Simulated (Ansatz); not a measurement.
Born–Oppenheimer molecular dynamics of CH₃BNO (7 atoms, charge -1, multiplicity 1). It starts from a relaxed structure.

Level of theory: RKS PBE0-D4/def2-mTZVP in Ansatz 0.2.0.

| Quantity | Value |
| --- | --- |
| ensemble | NVT, Langevin thermostat |
| time step | 0.5 fs |
| steps asked | 150 |
| set temperature | 400 K |
| friction | 0.001 /fs |
| seed | 672051 |

First frame:

```xyz
7
Properties=species:S:1:pos:R:3
B 0.015 1.060 -0.036
C -0.187 -0.456 -0.073
N -0.685 -1.619 -0.269
O 0.970 -0.080 0.477
H 0.401 1.663 -1.022
H -0.508 1.738 0.831
H -0.006 -2.307 0.091
```

**Question.** How far do the bonds stretch over the last three quarters of this one trajectory? (Pairs bonded in most of those frames.)

**Answer.** 
```csv
bond,mean (Å),spread (Å),shortest,longest
B1–C2,1.545,0.026,1.50,1.58
B1–O4,1.577,0.052,1.52,1.68
B1–H5,1.223,0.037,1.17,1.28
B1–H6,1.221,0.007,1.21,1.23
C2–N3,1.283,0.011,1.26,1.30
C2–O4,1.337,0.028,1.29,1.37
N3–H7,1.034,0.027,0.99,1.08
```

Mean temperature of the second half: 190 K. The mean temperature of the second half is 52 % below the set value. A run of 0.075 ps of so small a system gives no equilibrium averages. Limits of this set-up: an anion without diffuse functions, the dipole of an ion depends on the origin.

Run time: 9.2 min on 1 CPU thread of a shared host.
